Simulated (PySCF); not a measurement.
PySCF input for hydrogen fluoride (HF), SMILES F, B3LYP/pcJ-2. The structure is a stationary point at PBE0-D3(BJ)/def2-TZVPD.

```python
import numpy as np
from pyscf import gto, scf, dft
from pyscf.prop.ssc import rks as ssc

mol = gto.M(
    atom='''
    F     0.00000000    0.00000000   -0.09209630
    H     0.00000000    0.00000000    0.82886672
    ''',
    basis='pcJ-2',
    charge=0,
    spin=0,
    max_memory=2000,
    verbose=3,
)
mf = dft.RKS(mol, xc='b3lyp')
mf.grids.level = 3
mf.conv_tol = 1e-10
mf.max_cycle = 100
mf.kernel()
j = ssc.SSC(mf)
j.with_fcsd = True
j.max_cycle_cphf = 80
j.conv_tol = 1e-7
e11 = j.kernel()
```

Program output:

```
converged SCF energy = -100.496438820078
Reduced spin-spin coupling constant K (Hz)
               #0        #1
        0 F    0.00000
        1 H   14.10736   0.00000
Spin-spin coupling constant J (Hz)
               #0        #1
        0 F    0.00000
        1 H  414.30654   0.00000
```

The run converged.
